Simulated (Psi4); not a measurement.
Pair of molecules, SMILES C#N with SMILES Br (the first has 3 atoms); geometry from B3LYP-D3(BJ)/def2-TZVP, rigid monomers moved along the line of their centres of mass till N2···H5 is 2.93 Å.
(charge 0, multiplicity 1):
```
atom    x (Å)    y (Å)    z (Å)
----  -------  -------  -------
C     -0.4398  -0.0843  -0.4579
N     -0.2634  -0.2141   0.6651
H     -0.6044   0.0368  -1.5054
Br     0.4116  -0.7103   4.9530
H      0.1897  -0.5467   3.5443
```

Level of theory: SAPT0/aug-cc-pVDZ (Psi4).

Question: Give the four SAPT terms and the total, and say what mostly holds the pair together.

Answer: electrostatics -2.17, exchange 0.37, induction -0.29, dispersion -0.61, total -2.70 kcal/mol; the largest attraction is electrostatics.
